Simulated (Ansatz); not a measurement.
One change: `C=C[SiH2]O[SiH2]F` becomes `F[SiH2]O[SiH3]`.

Ansatz, PBE0-D4/def2-TZVP geometries, multiplicity 1. Each molecule was computed in one conformer, which needn't be the lowest.

| property | `C=C[SiH2]O[SiH2]F` |
| --- | --- |
| size of the dipole moment (PBE/def2-TZVPP) / D | 1.81 |
| HOMO–LUMO gap (PBE/def2-TZVPP) / eV | 5.37 |
| HOMO–LUMO gap (B3LYP/def2-TZVPP) / eV | 7.07 |
| HOMO–LUMO gap (PBE0/def2-TZVPP) / eV | 7.52 |
| size of the dipole moment (ωB97M-V/def2-TZVPP) / D | 1.87 |
| LUMO energy (ωB97M-V/def2-TZVPP) / eV | 1.52 |

What does the change do to each property? (Estimate.)

Ansatz gave: 
```tsv
property	`F[SiH2]O[SiH3]`	shift
size of the dipole moment (PBE/def2-TZVPP) / D	1.12	-0.69
HOMO–LUMO gap (PBE/def2-TZVPP) / eV	6.64	1.27
HOMO–LUMO gap (B3LYP/def2-TZVPP) / eV	8.55	1.48
HOMO–LUMO gap (PBE0/def2-TZVPP) / eV	8.96	1.44
size of the dipole moment (ωB97M-V/def2-TZVPP) / D	1.18	-0.69
LUMO energy (ωB97M-V/def2-TZVPP) / eV	1.65	0.13
```

With PBE0 the HOMO falls by 0.90 eV and the LUMO rises by 0.55 eV, so the gap widens by about 1.45 eV. PBE moves the HOMO by -0.59 eV and ωB97M-V by -0.94 eV. The zero-point energy changes by -91.8 kJ/mol with -12 modes. Dipoles are sizes alone; their direction can turn.

B3LYP here is the variant with VWN-RPA as its local correlation; programs differ in this.
